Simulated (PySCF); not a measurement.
# Spinor energies of Tm⁶⁴⁺ (thulium, charge +64)

Start: [He] 2s2 2p1; 2p1/2 filled at m_j = +1/2. Calculated with PySCF 2.14 in an even-tempered Gaussian basis (17 s from 48 bohr⁻², ratio 2.4; 13 p from 62 bohr⁻², ratio 2.4; 5 d from 200 bohr⁻², ratio 2.6; 4 f from 300 bohr⁻², ratio 2.6): generalised Hartree-Fock with the X2C-1e Hamiltonian and a Gaussian nucleus; one run each with spin-orbit coupling (SO) switched off, then screened by Boettger's factors.

```csv
spinor shell,electrons,"ε, spin-free (eV)","ε, screened SO (eV)",weight of nominal j (screened SO),"rms radius, screened SO (bohr)"
1s1/2,2,-66838.1,-66809.7,1.000,0.0226
2s1/2,2,-16235.8,-16227.0,1.000,0.0879
2p1/2,1,-15291.6,-16054.9,1.000,0.0741
```

| quantity | spin-free | screened SO |
| --- | --- | --- |
| E (hartree) | -6844.96221 | -6873.00821 |
| M_J | 1/2 | 1/2 |
| ⟨J²⟩ | 1.104 | 0.750 |
| ⟨L²⟩ | 2.000 | 2.000 |
| ⟨S²⟩ | 0.750 | 0.750 |

Each row is a mean over spinors that exchange with the open shell spreads, by up to 19.222 eV (2s1/2).

Breit and QED terms are absent; they matter most for the inner s and p1/2 levels.

Densities and radii are taken from the X2C orbitals without a picture-change correction, which distorts them close to the nucleus.

Without spin-orbit coupling the j labels of p, d and f shells carry no meaning; the spin-free column gives the mean over the occupied spinors of each nl shell, and its ⟨J²⟩ belongs to a mixture of degenerate components.
